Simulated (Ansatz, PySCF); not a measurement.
Bond stretch in CH (cation, charge +1), singlet.

Levels of theory: UKS-LDA (SVWN5)/6-31G* = unrestricted LDA (SVWN5)/6-31G*, spherical d in PySCF; RKS-LDA (SVWN5)/6-31G* = PySCF with restricted LDA (SVWN5)/6-31G*, spherical d; UHF/6-31G* = unrestricted Hartree-Fock/6-31G*, spherical d run with PySCF; FCI = full CI/cc-pVDZ, frozen core in Ansatz (a program for electronic structure).

Energies relative to the lowest point of each curve near equilibrium, in mEh; the last columns give the difference from FCI:

| R / Å | UKS-LDA (SVWN5)/6-31G* | RKS-LDA (SVWN5)/6-31G* | UHF/6-31G* | FCI | UKS-LDA (SVWN5)/6-31G* − FCI | RKS-LDA (SVWN5)/6-31G* − FCI | UHF/6-31G* − FCI |
|---|---|---|---|---|---|---|---|
| 0.84 | 93.0 | 93.9 | 76.2 | 94.2 | -1.2 | -0.2 | -18.0 |
| 0.92 | 43.3 | 43.9 | 30.6 | 42.9 | 0.4 | 1.0 | -12.3 |
| 0.97 | 24.2 | 24.6 | 14.3 | 23.3 | 0.9 | 1.3 | -9.0 |
| 1.04 | 8.2 | 8.5 | 2.6 | 7.3 | 1.0 | 1.2 | -4.7 |
| 1.07 | 4.3 | 4.5 | 0.6 | 3.5 | 0.8 | 1.0 | -2.9 |
| 1.09 | 2.5 | 2.6 | 0.0 | 1.8 | 0.7 | 0.8 | -1.8 |
| 1.14 | 0.1 | 0.2 | 0.8 | 0.0 | 0.1 | 0.2 | 0.8 |
| 1.17 | 0.0 | 0.0 | 2.6 | 0.3 | -0.3 | -0.3 | 2.4 |
| 1.19 | 0.4 | 0.3 | 4.3 | 0.9 | -0.6 | -0.6 | 3.4 |
| 1.26 | 3.8 | 3.7 | 12.2 | 5.5 | -1.7 | -1.8 | 6.7 |
| 1.33 | 9.7 | 9.6 | 22.4 | 12.6 | -2.9 | -3.0 | 9.8 |
| 1.42 | 19.5 | 19.4 | 37.4 | 23.9 | -4.4 | -4.5 | 13.5 |
| 1.55 | 35.5 | 35.6 | 60.2 | 41.9 | -6.4 | -6.3 | 18.4 |
| 1.71 | 55.3 | 55.9 | 85.2 | 63.6 | -8.2 | -7.6 | 21.7 |
| 1.88 | 74.6 | 76.2 | 99.2 | 84.0 | -9.4 | -7.8 | 15.2 |
| 2.05 | 91.1 | 94.2 | 105.9 | 100.8 | -9.7 | -6.6 | 5.1 |
| 2.31 | 110.2 | 117.4 | 111.6 | 119.7 | -9.5 | -2.3 | -8.1 |
| 2.50 | 117.9 | 130.9 | 114.3 | 128.9 | -11.1 | 2.0 | -14.7 |
| 2.81 | 124.1 | 147.6 | 116.9 | 138.1 | -14.0 | 9.5 | -21.1 |
| 3.06 | 126.9 | 157.0 | 118.2 | 141.9 | -15.0 | 15.1 | -23.7 |
| 3.46 | 129.1 | 166.2 | 119.2 | 144.6 | -15.5 | 21.6 | -25.4 |
| 3.94 | 129.1 | 171.0 | 119.6 | 145.6 | -16.5 | 25.4 | -26.0 |
| 4.49 | 127.4 | 171.9 | 119.8 | 145.9 | -18.5 | 26.0 | -26.1 |

UKS-LDA (SVWN5)/6-31G* is furthest from FCI at 4.49 (-18.5 mEh, below); its mean absolute difference over the points is 6.5 mEh.

RKS-LDA (SVWN5)/6-31G* is furthest from FCI at 4.49 (26.0 mEh, above); its mean absolute difference over the points is 6.3 mEh.

UHF/6-31G* is furthest from FCI at 4.49 (-26.1 mEh, below); its mean absolute difference over the points is 12.6 mEh.

The unrestricted determinant behind UKS-LDA (SVWN5)/6-31G* is spin-contaminated at 0.84 to 4.49 Å (<S²> up to 1.0, against 0.00 for a pure singlet). The restricted form behind RKS-LDA (SVWN5)/6-31G* keeps the bonding electrons paired and can't separate into open-shell fragments. The unrestricted determinant behind UHF/6-31G* is spin-contaminated at 0.84 to 4.49 Å (<S²> up to 1.1, against 0.00 for a pure singlet).
